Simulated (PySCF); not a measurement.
**Polarisability and C₆ of Tc²⁺ (technetium, charge +2)**

[Kr] 4d4 5s1, high-spin 6D determinant (an excited configuration). All numbers are calculated (PySCF 2.14, the spin-free X2C one-electron Hamiltonian (Gaussian nucleus), in x2c-TZVPPall with one added diffuse shell each of s, p, d, f type (9s7p7d3f1g, 95 functions)). Coupled (time-dependent) response in atomic units; α is the mean over directions.

| method | mean α (bohr³) | α xx, yy, zz | C₆ (like pair) | S(−4) |
| --- | --- | --- | --- | --- |
| CAM-B3LYP | 24.89 | 25.09, 25.09, 24.49 | 148.9 | 402.8 |

S(−4) is the Cauchy moment in α(ω) = α(0) + S(−4) ω² + …

Spin-orbit coupling is absent.

α(iu) at CAM-B3LYP:

| u (hartree) | α(iu) (bohr³) |
| --- | --- |
| 0 | 24.89 |
| 0.0500 | 23.93 |
| 0.100 | 21.55 |
| 0.200 | 16.03 |
| 0.300 | 12.00 |
| 0.500 | 7.720 |
| 0.750 | 5.303 |
| 1.00 | 4.005 |
| 1.50 | 2.583 |
| 2.00 | 1.807 |
| 3.00 | 1.013 |
| 5.00 | 0.4420 |

A single London oscillator, α(iu) = α/(1 + u²/ω²), gives C₆ = (3/4) ω α². Matching the computed C₆ needs ω = 4 × 148.9 / (3 × 24.89²) = 0.320 hartree.

For an ion, C₆ is the dispersion term alone; charge-induced terms of lower order in 1/R come first.

The components differ because the open shell of this determinant is not spherical; for a pure term their mean is the scalar polarisability.
